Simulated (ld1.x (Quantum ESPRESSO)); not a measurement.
## Plane-wave convergence, TM semilocal potential for Pm (Z = 61)

promethium (Pm), norm-conserving Troullier–Martins (semilocal form), made with ld1.x (Quantum ESPRESSO) 7.5 (LDA (PZ), scalar-relativistic). Core [Kr] 4d10 5s2, reference 4f5 5p6 5d0 6s2 6p0. Waves: 5p (bound): rc 1.90 bohr; 5d (bound, empty): rc 2.75 bohr; 4f (bound): rc 1.10 bohr; 6s (bound): rc 2.90 bohr. Local part: the s channel. Core correction: none.

The pseudo-atom Hamiltonian at the reference potential is diagonalised in spherical Bessel functions j_l(qr) that vanish at 20 bohr, with q² up to the cutoff. All-electron valence levels (Ry): 5p -1.6722, 6p -0.0932, 5d -0.1434, 4f -0.1722, 6s -0.2707.

Q: How do the lowest levels (Ry) of each channel move with the cutoff, and are there ghosts?

A:

| cutoff (Ry) | p #1 | p #2 | p #3 | d #1 | f #1 | f #2 | s #1 | s #2 | Σ f·Δε (mRy) |
| --- | --- | --- | --- | --- | --- | --- | --- | --- | --- |
| 8 | -1.6184 | -0.0891 | 0.0542 | -0.1216 | 0.0590 | 0.1731 | -0.2692 | 0.0030 | 1496.7 |
| 18 | -1.6497 | -0.0922 | 0.0531 | -0.1434 | 0.0590 | 0.1729 | -0.2705 | 0.0027 | 1306.3 |
| 35 | -1.6709 | -0.0936 | 0.0527 | -0.1434 | 0.0590 | 0.1728 | -0.2706 | 0.0027 | 1178.2 |
| 55 | -1.6720 | -0.0937 | 0.0526 | -0.1434 | 0.0590 | 0.1727 | -0.2707 | 0.0027 | 1172.0 |
| 90 | -1.6722 | -0.0937 | 0.0526 | -0.1434 | 0.0590 | 0.1725 | -0.2707 | 0.0027 | 1170.7 |
| 140 | -1.6722 | -0.0937 | 0.0526 | -0.1434 | 0.0587 | 0.1589 | -0.2707 | 0.0027 | 1169.0 |
| 230 | -1.6722 | -0.0937 | 0.0526 | -0.1434 | -0.1682 | 0.0593 | -0.2707 | 0.0027 | 34.6 |
| 400 | -1.6722 | -0.0937 | 0.0526 | -0.1434 | -0.1751 | 0.0593 | -0.2707 | 0.0027 | 0.0 |

Result: no extra level below or beside the all-electron valence levels (p, d, f, s tested); the semilocal form is local in each channel, so this says nothing of the separable form that plane-wave codes build from it; 10 mRy is reached at 260 Ry and 1 mRy at 300 Ry.

2 of 9 tests not solved or not reliable.
